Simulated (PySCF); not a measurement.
## Bond curve of InF⁺

Set-up: basis In def2-SVP with ECP28, F def2-SVP; scalar-relativistic core potentials; PySCF 2.14. Energies in eV from In⁺ + F in their ground configurations at the same level. State: ²Σ⁺ (doublet), unpaired electrons σ ↑.

```tsv
R (Å)	UHF-CCSD(T)	M06
1.690		0.3037
1.768	-0.4774	-0.3479
1.847	-0.7977	-0.6906
1.906	-0.8874	-0.8102
1.965	-0.8856	-0.8502
2.024	-0.8183	-0.8378
2.103	-0.6679	-0.7733
2.201	-0.4601	-0.6578
2.319	-0.2445	-0.5097
2.476		-0.3360
```

Put a parabola through the three lowest points of the M06 curve and estimate Re, k and ωe (reduced mass 16.3 u; 1 eV/Å² = 0.16022 mdyn/Å; ωe = 1302.8·√(k/μ) cm⁻¹).

Through R = 1.906, 1.965, 2.024 Å the second-order coefficient is 7.53 eV/Å², so Re ≈ 1.981 Å, k ≈ 2.41 mdyn/Å and ωe ≈ 501 cm⁻¹. A polynomial fit of higher order to the unrounded M06 energies gives Re = 1.977 Å, k = 2.18 mdyn/Å, ωe = 477 cm⁻¹; anharmonicity and rounding make the difference.

The higher-order fit for each curve: M06: Re = 1.977 Å, ωe = 477 cm⁻¹, De = 0.85 eV. UHF-CCSD(T) gives no reliable minimum on this grid.

Correlated steps freeze 5 core orbitals. Correlated levels converge slowly with the basis: in double zeta they bind strong bonds too weakly, by up to about 1 eV, and carry superposition errors of some tenths. These are scalar-relativistic numbers at best; spin–orbit coupling would shift them, the dissociation energy most. For an ion De counts to the pair picked by the measured ionisation energies or electron affinities, which need not be the lowest pair at this level. The state was picked by a PBE0 search and need not be the measured ground state.
